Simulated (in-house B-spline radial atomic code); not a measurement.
Successive ionisation energies of rhodium; each step leads to the configuration of the next row (after the last: [Ar] 3d10). Dirac energy differences include first-order Breit, QED and recoil terms. NIST's values go from ground level to ground level; the uncertainty of those that are theory runs from under 0.1 % in few-electron ions to several per cent in heavy many-electron ones. Computed with a radial B-spline atomic code at the basis-set limit: Dirac-Hartree-Fock, average of the configuration, finite nuclei.

```csv
ion,configuration,ionisation energy (eV),tabulated value (eV),tabulated kind,computed minus tabulated (eV),highest orbital,largest mean radius (bohr)
Rh5+,[Kr] 4d4,77.9,80,tabulated theory,-2.1,4d5/2,1.2604
Rh6+,[Kr] 4d3,?,?,tabulated theory,?,?,?
Rh7+,[Kr] 4d2,114.3,115.1,tabulated theory,-0.8,4d5/2,1.1793
Rh8+,[Kr] 4d1,?,?,tabulated theory,?,?,?
Rh9+,[Ar] 3d10 4s2 4p6,208.0,207.51,semi-empirical,0.5,4p3/2,0.99202
Rh10+,[Ar] 3d10 4s2 4p5,230.8,228,tabulated theory,2.8,4p3/2,0.97509
Rh11+,[Ar] 3d10 4s2 4p4,254.1,252.1,tabulated theory,2.0,4p3/2,0.95953
Rh12+,[Ar] 3d10 4s2 4p3,278.0,277,tabulated theory,1.0,4p3/2,0.94471
Rh13+,[Ar] 3d10 4s2 4p2,302.4,306,tabulated theory,-3.6,4p3/2,0.93055
Rh14+,[Ar] 3d10 4s2 4p1,327.3,331.58,semi-empirical,-4.3,4p3/2,0.91699
Rh15+,[Ar] 3d10 4s2,?,?,tabulated theory,?,?,?
Rh16+,[Ar] 3d10 4s1,414.7,415.97,semi-empirical,-1.3,4s1/2,0.85307
```

Q: Fill in the row of Rh6+.

A: ionisation energy (eV): 95.7; tabulated value (eV): 97; computed minus tabulated (eV): -1.3; highest orbital: 4d5/2; largest mean radius (bohr): 1.2174.

Q: Fill in the row of Rh8+.

A: ionisation energy (eV): 133.8; tabulated value (eV): 135; computed minus tabulated (eV): -1.2; highest orbital: 4d5/2; largest mean radius (bohr): 1.1449.

Q: Fill in the row of Rh15+.

A: ionisation energy (eV): 386.6; tabulated value (eV): 389.3; computed minus tabulated (eV): -2.7; highest orbital: 4s1/2; largest mean radius (bohr): 0.86422.

Q: Where is the largest jump?

A: From Rh8+ to Rh9+, by a factor of 1.55 (133.78 to 208.02 eV); the highest orbital goes from 4d5/2 to 4p3/2.

Where a p, d or f electron is removed, the computed value is a mean over both j, so it misses the tabulated one by a part of the spin-orbit splitting; averaging over terms and missing correlation add to the gap, relatively most at low charge.
